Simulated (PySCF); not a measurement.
**Telling isomers of C4H13NOSi3 apart by NMR**

Relativity neglected, no solvent, one averaged value for each set of equivalent atoms, a single conformation. GFN2-xTB geometry; PBE0/pcSseg-1 with gauge-including orbitals; PySCF 2.14.0 with density-fitted response routines.

Shifts are taken against calculated references (same method and geometry level): TMS for ¹H (σ = 31.72 ppm), ¹³C (σ = 186.93 ppm). Where no couplings were computed, multiplicities follow the n + 1 count of equivalent neighbours, and m marks all less simple cases (inequivalent or close neighbours, rings, F or P nearby). Shifts are as computed. Against solution values, carbons near 30 ppm lie about +3 ppm off and those near 130 ppm about +5 ppm. Of 1309 compounds with measured shifts, 239 miss one by over three times the rms of a fit or turn the order of signals round; such compounds aren't used in these exercises. OH and NH positions are gas-phase values without hydrogen bonding to other molecules.

(1) Tabulate the signals of `C=C(C=O)[Si@](N)([SiH3])[SiH2]C`, `C#C[SiH2]O[Si](C)(C)N[SiH3]`, `C#C[SiH2]O[Si@](C)([SiH3])NC` and their relative energies.

(2) What is the quickest way to tell C=C(C=O)[Si@](N)([SiH3])[SiH2]C from C#C[SiH2]O[Si](C)(C)N[SiH3]?

(3) What is the quickest way to tell C#C[SiH2]O[Si](C)(C)N[SiH3] from C#C[SiH2]O[Si@](C)([SiH3])NC?

(4) What is the quickest way to tell C=C(C=O)[Si@](N)([SiH3])[SiH2]C from C#C[SiH2]O[Si@](C)([SiH3])NC?

## Answers

(1) 
```json
{"SMILES": "C=C(C=O)[Si@](N)([SiH3])[SiH2]C", "carbon types": "1×C 1×CH 1×CH2 1×CH3", "δC": "205.8, 165.2, 153.3, -8.8", "δH": "9.87 (s, 1H), 7.07 (m, 1H), 6.99 (m, 1H), 3.88 (m, 1H), 3.70 (m, 1H), 3.47 (s, 3H), 0.33 (m, 3H), -0.12 (br s, 2H)", "E rel. (kcal/mol)": "53.2"}
{"SMILES": "C#C[SiH2]O[Si](C)(C)N[SiH3]", "carbon types": "1×C 1×CH 2×CH3", "δC": "102.9, 90.4, 2.4", "δH": "5.16 (d, 2H), 4.71 (s, 3H), 2.02 (t, 1H), 0.28 (s, 6H), 0.16 (br s, 1H)", "E rel. (kcal/mol)": "0.0"}
{"SMILES": "C#C[SiH2]O[Si@](C)([SiH3])NC", "carbon types": "1×C 1×CH 2×CH3", "δC": "103.4, 90.4, 29.6, 6.1", "δH": "5.17 (m, 1H), 5.14 (m, 1H), 3.31 (s, 3H), 2.70 (s, 3H), 2.02 (m, 1H), 0.31 (s, 3H), 0.18 (br s, 1H)", "E rel. (kcal/mol)": "31.2"}
```

Energies are electronic energies at PBE0/pcSseg-1 on these geometries, without zero-point or thermal terms, each for the one conformer computed, which needn't be the lowest.

(2) Count the carbon signals: 4 against 3. The first has an aldehyde carbonyl carbon (CH) at 205.8 ppm, the second a terminal alkyne carbon (CH) at 102.9 ppm. In the proton spectra the most deshielded non-exchanging signals are 9.87 (s, 1H) and 5.16 (d, 2H).

(3) Count the carbon signals: 3 against 4. The first has a methyl carbon bonded to Si (CH3) at 2.4 ppm, the second a methyl carbon bonded to N (CH3) at 29.6 ppm. Their most deshielded carbons lie at 102.9 and 103.4 ppm.

(4) Both give the same number of carbon signals, but DEPT or the intensities differ. The first has an aldehyde carbonyl carbon (CH) at 205.8 ppm, the second a terminal alkyne carbon (CH) at 103.4 ppm. In the proton spectra the most deshielded non-exchanging signals are 9.87 (s, 1H) and 5.17 (m, 1H).
